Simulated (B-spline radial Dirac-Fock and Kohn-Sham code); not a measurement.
# Ionisation energies of molybdenum ions, computed and tabulated

Calculated with an atomic code on a B-spline grid, using Dirac-Fock (average of configuration) total-energy differences with a finite nucleus, the Breit interaction including its frequency dependence, and self-energy and vacuum-polarisation corrections. Each value is the difference of the configuration-average energies of two neighbouring ions in their tabulated ground configurations. Correlation and solid-state effects are left out. NIST's values refer to the lowest levels; many for high charge states are themselves semi-empirical or theoretical. Where a p, d or f shell is open in either ion the computed value averages over both j values and all terms, while the table refers to the lowest levels; that difference holds spin-orbit splitting (largest in heavy or highly charged ions), term energies where several electrons share open shells, and correlation, and it can reach 10 % or more.

```
  ion  configuration  computed (eV)       NIST (eV)            kind  NIST − computed (eV)
Mo¹⁷⁺       [Ar] 3d7          706.9         702 ± 3     theoretical                 -4.91
Mo¹⁸⁺       [Ar] 3d6          764.9         758 ± 3     theoretical                 -6.88
Mo¹⁹⁺       [Ar] 3d5          824.5         829 ± 4     theoretical                 +4.53
Mo²⁰⁺       [Ar] 3d4          885.7         890 ± 4     theoretical                 +4.33
Mo²¹⁺       [Ar] 3d3          948.5         953 ± 4     theoretical                 +4.53
Mo²²⁺       [Ar] 3d2         1012.9        1019 ± 4     theoretical                 +6.13
Mo²³⁺       [Ar] 3d1         1078.8        1082 ± 4     theoretical                 +3.16
Mo²⁴⁺   [Ne] 3s2 3p6         1270.9        1263 ± 4  semi-empirical                 -7.94
Mo²⁵⁺   [Ne] 3s2 3p5         1331.5    1319.6 ± 1.4  semi-empirical                -11.91
Mo²⁶⁺   [Ne] 3s2 3p4         1393.0    1385.1 ± 1.9  semi-empirical                 -7.88
Mo²⁷⁺   [Ne] 3s2 3p3         1455.3        1462 ± 6  semi-empirical                 +6.65
Mo²⁸⁺   [Ne] 3s2 3p2         1518.6        1537 ± 3  semi-empirical                +18.39
Mo²⁹⁺   [Ne] 3s2 3p1         1582.8        1587 ± 8  semi-empirical                 +4.23
Mo³⁰⁺       [Ne] 3s2         1723.9    1730.1 ± 2.5  semi-empirical                 +6.17
Mo³¹⁺       [Ne] 3s1         1790.2  1790.93 ± 0.06  semi-empirical                 +0.78
Mo³²⁺   [He] 2s2 2p6         4290.0      4259 ± 2.4  semi-empirical                -30.98
Mo³³⁺   [He] 2s2 2p5         4468.3        4430 ± 7  semi-empirical                -38.28
```

Task: Where in this range is the largest relative jump, and why?

Result: From Mo³¹⁺ (1790.2 eV) to Mo³²⁺ (4290.0 eV), a factor of 2.40. The configuration goes from [Ne] 3s1 to [He] 2s2 2p6, so the next electron comes out of a deeper subshell.
